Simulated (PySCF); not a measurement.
Simulated C 1s region for `C=C[SiH2]CCC`, binding energy against the vacuum level.

Every computed line was given a Gaussian of 0.5 eV full width at half maximum and an area set by the number of equivalent atoms; the highest printed point is 100. Theory: PySCF 2.14.0, delta-SCF UKS SCAN, pcX-2 on the ionised atom, pcseg-1 elsewhere, spin-free X2C.

(binding energy (eV), intensity): (289.2, 0), (289.3, 1), (289.4, 2), (289.5, 6), (289.6, 16), (289.7, 31), (289.8, 50), (289.9, 67), (290.0, 78), (290.1, 83), (290.2, 88), (290.3, 95), (290.4, 100), (290.5, 95), (290.6, 78), (290.7, 54), (290.8, 31), (290.9, 14), (291.0, 5), (291.1, 2), (291.2, 0), (291.3, 0)

How many maxima does the curve show, and how many computed lines lie under it?

The curve has 1 maximum (at 290.4 eV). Under it lie 5 lines from 5 inequivalent carbon sites. At this width some lines have no maximum of their own.

Decompose the envelope and assign each component. Numbering: `[CH2:1]=[CH:2][SiH2:3][CH2:4][CH2:5][CH3:6]`.

| position (eV) | relative area | line | atoms | environment |
| --- | --- | --- | --- | --- |
| 289.92 | 1 | C 1s | C4 | sp3 carbon bound to silicon |
| 290.02 | 1 | C 1s | C2 | alkene CH carbon |
| 290.35 | 1 | C 1s | C1 | terminal =CH2 carbon |
| 290.47 | 1 | C 1s | C6 | methyl carbon |
| 290.55 | 1 | C 1s | C5 | chain CH2 carbon |

What are the centre and the root-mean-square width of the whole band?

The area-weighted mean of the lines is 290.26 eV. Their own spread about it is 0.25 eV (rms) and each Gaussian has σ = 0.5/2.355 = 0.21 eV; the variances add, which gives 0.33 eV.

The listed C 1s values span 0.63 eV, from C4 (bonded to C, 2 H and Si) to C5 (bonded to 2 C and 2 H). Summing the Pauling electronegativity differences to the bonded atoms, each weighted by its formal bond order, gives -1.35 for the lowest site and -0.70 for the highest; no listed site has a larger sum than the highest.

The curve has no shake-up lines and no vibrational structure. The structure is a single PBE0-D3(BJ)/def2-SVP conformer in the gas phase; no vibrational or solvent corrections.

On one thread of an Arm Neoverse V2 (shared host), this took 70 s wall.

Shape of the structure used: `[CH2:1]=[CH:2][SiH2:3][CH2:4][CH2:5][CH3:6]`: C1–C2–Si3–C4 123°, C2–Si3–C4–C5 179°, Si3–C4–C5–C6 180°.
